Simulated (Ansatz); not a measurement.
Species: C$_{3}$H$_{10}$GeN, charge 0, multiplicity 2. It need not be the lowest isomer of its formula. 
Structure (B3LYP-D3(BJ)/def2-TZVP (Ansatz, an electronic-structure program) minimum search):
SMILES: CC[N](C)[GeH2]
```xyz
15

C     -2.3573    -0.2279    -0.2076
C     -1.4921     0.9518     0.1995
N     -0.0721     0.7831    -0.0679
C      0.6900     1.9730     0.2630
Ge     0.8060    -0.8659    -0.0130
H     -2.2272    -0.4660    -1.2637
H     -3.4075     0.0123    -0.0357
H     -2.1222    -1.1210     0.3741
H     -1.8231     1.8461    -0.3446
H     -1.6522     1.1738     1.2662
H      1.7491     1.8178     0.0620
H      0.3485     2.8150    -0.3500
H      0.5750     2.2645     1.3159
H      0.0464    -1.7927    -1.0092
H      2.1818    -0.5036    -0.6531
```
Charge 0, spin multiplicity 2.

Total electronic energies in hartree. Valence correlation only, unless marked. Open shells are spin-unrestricted. No spin-orbit coupling. Frozen are the shells of the preceding noble gas and the d and f shells that filled before the atom's block. Non-relativistic. Basis-set limits of correlation are two-point, X^-3; Hartree-Fock from the larger set. [CCSD(T)-MP2]/basis is that difference in the basis named.

```
level                                                     program  energy (Eh)
-------------------------------------------------  --------------  -----------
HF/6-31G                                                   Ansatz  -2248.77362
HF/cc-pVDZ                                                 Ansatz  -2249.17207
HF/cc-pVTZ                                                 Ansatz  -2249.29735
HF/cc-pVQZ                                                 Ansatz  -2249.31287
PBE-D3(BJ)/def2-TZVPD                              Ansatz + dftd3  -2251.56789
BLYP-D3(BJ)/def2-TZVPD                             Ansatz + dftd3  -2252.09825
revPBE-D3(BJ)/def2-TZVPD                           Ansatz + dftd3  -2251.92639
r2SCAN/def2-TZVPD                                          Ansatz  -2251.99558
r2SCAN-D4/def2-TZVPD                               Ansatz + dftd4  -2251.99871
PBE0/def2-SVP                                              Ansatz  -2251.18391
PBE0-D3(BJ)/def2-TZVP                              Ansatz + dftd3  -2251.64438
PBE0/def2-TZVP                                             Ansatz  -2251.63346
BHLYP-D4/def2-TZVPD                                Ansatz + dftd4  -2251.99086
r2SCANh/def2-TZVPD                                         Ansatz  -2251.98027
B2PLYP/def2-TZVPD                                          Ansatz  -2251.52748
RPA@PBE/cc-pVQZ                                            Ansatz  -2250.80661
MP2/CBS(cc-pVTZ,cc-pVQZ)                                   Ansatz   -2250.2581
SCS-MP2/cc-pVDZ                                            Ansatz  -2249.86766
CCSD/STO-3G                                                Ansatz  -2223.81626
CCSD/cc-pVQZ                                               Ansatz  -2250.26461
RI-MP2/CBS(cc-pVTZ,cc-pVQZ)+[CCSD(T)-MP2]/cc-pVTZ          Ansatz   -2250.3506
RI-MP2/CBS(cc-pVTZ,cc-pVQZ)+[CCSD(T)-MP2]/cc-pVQZ          Ansatz   -2250.3441
CCSD(T)/CBS(cc-pVTZ,cc-pVQZ)                               Ansatz   -2250.3396
```

Totals of different functionals don't rank their quality; only differences between species are comparable.
